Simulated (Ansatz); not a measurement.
Cost and result up the ladder for VOCl3 (VCl₃O) (5 atoms). Total charge 0; singlet. Geometry: PBE0-D4/def2-SVP.

```xyz
5

V     0.021    0.050    0.068
O     0.381    0.931    1.263
Cl    1.441    0.422   -1.471
Cl   -1.942    0.574   -0.563
Cl    0.100   -1.978    0.703
```

Ansatz on 4 threads of Arm Neoverse V2 on a shared host. Times are rough, and most runs start from the orbitals of an earlier one. No level here is sound enough to serve as a yardstick. Binding counts from free atoms at the same level (V quartet, O triplet, Cl doublet; other spins of the atoms weren't run), without zero-point energy or a counterpoise term.

B3LYP takes the VWN-RPA correlation.

Run but left out: CCSD(T)/def2-TZVP (restricted singlet, unstable towards broken spin symmetry).

```tsv
level	functions	wall time
PBE0-D4/def2-SVP	99	1.5 s
CAM-B3LYP-D4/def2-TZVP	187	3.8 s
B3LYP-D4/def2-TZVP (with forces)	187	4.6 s
r2SCAN0-D4/def2-TZVP	187	6 s
ωB97M-V/def2-TZVP	187	8.5 s
```

(1) Estimate what each level gives for the binding energy per atom (eV).

## Answers

(1) 
| level | binding energy per atom (eV) | remarks |
| --- | --- | --- |
| PBE0-D4/def2-SVP | 3.65 | restricted SCF unstable in HF |
| CAM-B3LYP-D4/def2-TZVP | 3.53 | restricted SCF unstable in HF |
| B3LYP-D4/def2-TZVP (with forces) | 3.63 | restricted SCF unstable in HF |
| r2SCAN0-D4/def2-TZVP | 3.47 | restricted SCF unstable in HF |
| ωB97M-V/def2-TZVP | 3.53 | restricted SCF unstable in HF |
